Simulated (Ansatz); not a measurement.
```yaml
crystal:
  periodic: [false, false, false]
  atoms:
    - {symbol: O, position_ang: [-0.466251, 0.673663, 2.237073]}
    - {symbol: C, position_ang: [0.176575, 0.260832, 1.130586]}
    - {symbol: C, position_ang: [-0.378087, -0.106658, -0.024392]}
    - {symbol: C, position_ang: [0.424138, -0.547876, -1.168574]}
    - {symbol: Xx, position_ang: [0.440129, 0.918120, -2.794327]}
    - {symbol: H, position_ang: [-1.415124, 0.692004, 2.072013]}
    - {symbol: H, position_ang: [1.251574, 0.254072, 1.279635]}
    - {symbol: H, position_ang: [-1.458205, -0.071154, -0.145067]}
    - {symbol: H, position_ang: [0.034377, -1.435492, -1.659885]}
    - {symbol: H, position_ang: [1.474072, -0.688709, -0.924064]}
basis:
  gaussian: {orbitals: def2-SVPD, fitting: {mean_field: def2-universal-jkfit}, point_charges: [{charge: 2.00, position_ang: [5.434, 0.431, 0.694]}]}
magnetization: {spin_polarized: true, initial_magnetization: 0}
hamiltonian: {xc: {name: wB97}}
scf: {lower_state_search: light}
output: {forces: true}
```

```sh
$ ansatz run in.yaml --threads 4 --pin off --events-out ev --progress --plain --max-ram 10444MiB
```

Shortened log:

```
Error: YAML parse error: error: line 8 column 16: `Xx` is not an element symbol (H … Og, case-exact)
 6 |     - {symbol: C, position_ang: [-0.378087, -0.106658, -0.024392]}
 7 |     - {symbol: C, position_ang: [0.424138, -0.547876, -1.168574]}
 8 |     - {symbol: Xx, position_ang: [0.440129, 0.918120, -2.794327]}
 9 |     - {symbol: H, position_ang: [-1.415124, 0.692004, 2.072013]}
10 |     - {symbol: H, position_ang: [1.251574, 0.254072, 1.279635]}
```

Problem. Something in this input is off. What?

Solution. An element symbol is wrong. The input was rejected before any iteration.
